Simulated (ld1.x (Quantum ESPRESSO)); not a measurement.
Results of a calculation; reference values are marked as such.
# Potentials for Al (Z = 13) compared

Generated with ld1.x 7.5 (TM, RRKJ, ultrasoft, PAW), atompaw 4.2 or ONCVPSP 4.0.1. The cutoff is in Ry: for ld1.x and atompaw files where the sum of valence levels is converged to 10 mRy in a Bessel basis, for ONCV files where the hardest occupied wave has 1 mHa per electron of residual kinetic energy. The error is the largest all-electron minus pseudo excitation energy over each file’s own four to seven test configurations (ionisations up to +4, promotions, holes and added fractions of an electron), all of which were solved. The labels leave out finer settings (local radius, basis sizes, second energies), which also bear on the numbers. Spin-polarised tests are not counted. The rows are a selection from randomly drawn settings: files with unsolved tests, undetermined cutoffs or missed reference levels are left out.

```csv
potential,cutoff (Ry),largest error (meV),bound ghosts
"ultrasoft, PBE, scalar-relativistic, rc 2.15/2.10 (sp), local smoothed, core correction no, reference 3s2 3p1",6,+48,none
"TM semilocal, PBE, scalar-relativistic, rc 2.02/2.75/2.40 (spd), local d, core correction no, reference 3s2 3p1",10,+30,none
"TM, PBE, scalar-relativistic, rc 2.25/2.25 (sp), local s, core correction no, reference 3s2 3p1",10,+32,none
"TM, LDA (PZ), non-relativistic, rc 1.85/2.15/1.65 (spd), local p, core correction yes, reference 3s2 3p1",10,-7.5,none
"PAW, LDA (PZ), scalar-relativistic, rc 2.45/2.10 (sp), local smoothed, core correction yes, reference 3s2 3p0.5",6,-22,none
"TM, PBE, scalar-relativistic, rc 1.85/2.05 (sp), local s, core correction no, reference 3s1.75 3p1.25",10,+25,none
```

Problem. Fill in the row for Al: PAW, PBE, non-relativistic, rc 2.15/1.80/1.75 (spd), local smoothed, core correction yes, reference 3s1 3p2.

Solution. cutoff 6 Ry, largest error -10 meV, bound ghosts: none.
